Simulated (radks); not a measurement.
Species: Eu3.25+. Configuration: [Xe] 4f4.75 6s1 (fractional occupations, a model configuration). All-electron calculation, scalar-relativistic Kohn-Sham, PBEsol, spin-unpolarised, spherical densities, finite nucleus; Fermi nuclear charge, rms radius 5.1115 fm. Program: a radial shooting solver on a logarithmic mesh with Libxc functionals. Some entries of the table are withheld. Estimate them.

| orbital | occ. | eigenvalue (eV) | <r^2> (bohr^2) | <r> (bohr) |
|---|---|---|---|---|
| 1s | 2 | -48389.86 | 0.0006797 | 0.02233 |
| 2s | 2 | -7988.114 | 0.01069 | 0.09515 |
| 2p | 6 | -7123.928 | 0.008596 | 0.08392 |
| 3s | 2 | -1797.896 | 0.07124 | 0.2497 |
| 3p | 6 | (1) | (2) | 0.2482 |
| 3d | 10 | (3) | 0.06008 | 0.2261 |
| 4s | 2 | -396.0970 | (4) | 0.5641 |
| 4p | 6 | -307.1661 | 0.4041 | (5) |
| 4d | 10 | -183.1225 | 0.4840 | 0.6464 |
| 5s | 2 | -83.9143 | 1.929 | 1.313 |
| 5p | 6 | -60.7044 | 2.505 | 1.492 |
| 4f | 4.75 | -48.4220 | 0.8303 | 0.8144 |
| 6s | 1 | -26.9024 | 9.769 | (6) |

Answer. 
(1) 3p eigenvalue (eV): -1528.912
(2) 3p <r^2> (bohr^2): 0.07136
(3) 3d eigenvalue (eV): -1168.768
(4) 4s <r^2> (bohr^2): 0.3590
(5) 4p <r> (bohr): 0.5962
(6) 6s <r> (bohr): 2.965
